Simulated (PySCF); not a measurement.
Compound: [MoSI4]- (charge -1 and doublet state).
Bonds: Mo1–S2, Mo1–I3, Mo1–I4, Mo1–I5, Mo1–I6.

Method: PySCF, PBE0-D3(BJ)/def2-SVP geometry optimisation, gas phase, def2 core potentials past Kr.

(1) Give the optimised bond lengths and angles.

Answers

(1) 
```csv
bond,length (pm)
Mo1–S2,207.3
Mo1–I3 and 3 like bonds,272.5
```

Bonds in one row agree within 1 pm and their mean is given. A selection of angles:
```csv
angle,degrees
S2–Mo1–I3,104.9
I3–Mo1–I4,86.3
I3–Mo1–I5,150.4
```

Mo1 (molybdenum bonded to 4 I and S) is square pyramidal (τ5 = (β − α)/60° = 0.00 from the two widest angles, 150.4° and 150.4° (0 for a square pyramid, 1 for a trigonal bipyramid)). All 4 I–Mo bonds measure 2.725 Å.

Point group: C4v (tolerance 0.08 Å). No frequency check. ⟨S²⟩ = 0.777 (exact for a doublet: 0.75).

For an open-shell metal species like this, the optimisation's SCF solution wasn't tested for stability and no frequencies at its level were run, so a lower state or another shape may exist.
